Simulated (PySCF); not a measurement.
CH₅BrInN, SMILES [CH3][In]([NH2])[Br]. Coordinates come from a B3LYP-D3(BJ)/def2-SVP optimisation. The structure was generated by enumeration; whether it is a known compound was not checked. The def2 effective core potentials stand for the cores of In; spin–orbit coupling is left out. Other conformers were not sampled.

Computed equilibrium geometry at B3LYP-D3(BJ)/def2-SVP (PySCF confirms it by a frequency run) as bond lengths and angles (one conformer of several):
Atoms: In1 Br2 C3 H4 H5 H6 N7 H8 H9. Bonds (Å): In1–Br2 2.531, In1–C3 2.160, In1–N7 2.031, C3–H4 1.099, C3–H5 1.098, C3–H6 1.099, N7–H8 1.017, N7–H9 1.018. Bond angles (°): Br2–In1–C3 118.5, Br2–In1–N7 109.7, C3–In1–N7 131.5, In1–C3–H4 108.6, In1–C3–H5 110.7, In1–C3–H6 108.4, H4–C3–H5 110.1, H4–C3–H6 109.1, H5–C3–H6 109.9, In1–N7–H8 120.2, In1–N7–H9 117.7, H8–N7–H9 110.1.
